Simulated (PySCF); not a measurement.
# Copper: a sound run and one with changed settings

Sound run: Cu [Ar] 3d10 4s1, Cu⁺ [Ar] 3d10. Calculation: PySCF 2.14, in x2c-SVPall (5s3p3d1f, 36 functions); scalar relativity by spin-free X2C-1e. The sound run starts from symmetry-adapted Hartree-Fock orbitals and uses a fine grid where one is needed.

A second run was set up differently.

```json
{"species": "Cu", "method": "UHF", "sound run (hartree)": "-1652.84070", "changed run (hartree)": "-1652.84070", "converged": "yes"}
{"species": "Cu", "method": "B3LYP", "sound run (hartree)": "-1654.50629", "changed run (hartree)": "-1654.50521", "converged": "yes"}
{"species": "Cu", "method": "M06-L", "sound run (hartree)": "-1654.37294", "changed run (hartree)": "-1654.35000", "converged": "yes"}
{"species": "Cu⁺", "method": "UHF", "sound run (hartree)": "-1652.59959", "changed run (hartree)": "-1652.59959", "converged": "yes"}
{"species": "Cu⁺", "method": "B3LYP", "sound run (hartree)": "-1654.20672", "changed run (hartree)": "-1654.20564", "converged": "yes"}
{"species": "Cu⁺", "method": "M06-L", "sound run (hartree)": "-1654.08584", "changed run (hartree)": "-1654.06331", "converged": "yes"}
```

Ionisation energy of Cu:

```
method  sound run (eV)  changed run (eV)
   UHF           6.561             6.561
 B3LYP           8.152             8.152
 M06-L           7.812             7.801
```

What was changed?
A. basis contracted for another Hamiltonian
B. level shift left on
C. all electrons correlated in a valence basis
D. radial grid too coarse

D. It used radial step 0.3 in ln r (0.13 in the sound run). A coarse radial grid mis-integrates the density and the exchange-correlation energy, with errors of either sign; Hartree-Fock needs no grid.
